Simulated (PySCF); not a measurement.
F5Si2, SMILES [Si]([Si](F)(F)F)(F)F, multiplicity 2. Geometry: B3LYP-D3(BJ)/def2-SVP. The isomer is the one that the SMILES or the coordinates give; other isomers of the formula were not compared. Other conformers were not sampled.

Problem. Give the equilibrium geometry at B3LYP-D3(BJ)/def2-SVP (PySCF confirms it by a frequency run) as Cartesian coordinates in Å, and its point group. (An estimate is asked for; the answer gives what the named calculation found.)

Solution. This is not unique; one that fits is point group Cs.
```xyz
7

F      1.9931     0.2445     1.3039
Si     1.3538    -0.4818     0.0000
F      1.9931     0.2445    -1.3039
Si    -0.9615     0.0086     0.0000
F     -1.3389     1.5707     0.0000
F     -1.6287    -0.6618    -1.2996
F     -1.6287    -0.6618     1.2996
```
Charge 0, spin multiplicity 2.
